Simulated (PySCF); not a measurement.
# Energy of Ni²⁺ (nickel, charge +2) between two integer charges

The 3d beta orbital of [Ar] 3d8 is emptied in steps (occupation f), with all orbitals relaxed, ending at [Ar] 3d7. Calculation: PySCF 2.14, in aug-cc-pVDZ; no relativity, point nucleus. The exact energy is a straight line in f; departures are measured from the line between the end points of the same method.

```
  f  PBE0 (eV)  r2SCAN (eV)  LC-wPBE (eV)
  1      0.000        0.000         0.000
0.9     -0.519       -0.731        -0.305
0.7     -1.218       -1.710        -0.722
0.5     -1.459       -2.039        -0.871
0.3     -1.231       -1.713        -0.740
0.1     -0.530       -0.733        -0.320
  0      0.000        0.000         0.000
```

**Question.** For LC-wPBE, how does the orbital energy at f = 1 compare with the removal energy?

**Answer.** −ε = 32.992 eV against a total-energy difference of 36.357 eV. By Janak's theorem ε = ∂E/∂f, so the gap between them reflects the curvature. Along the path −ε is 33.621 (f = 0.9), 34.932 (f = 0.7), 36.304 (f = 0.5), 37.726 (f = 0.3), 39.189 (f = 0.1) eV.

```
 method  E(f=0) − E(f=1) (eV)  −ε at f=1 (eV)  −ε at f=0.5 (eV)
   PBE0                36.071          30.329            36.032
 r2SCAN                36.199          28.088            36.192
LC-wPBE                36.357          32.992            36.304
```

Reference removal energy between the ground levels: 35.187 ± 0.019 eV (measured; NIST Atomic Spectra Database, ionization energies). The calculation has no spin-orbit coupling. The determinant left behind need not be the lowest term of the ion.
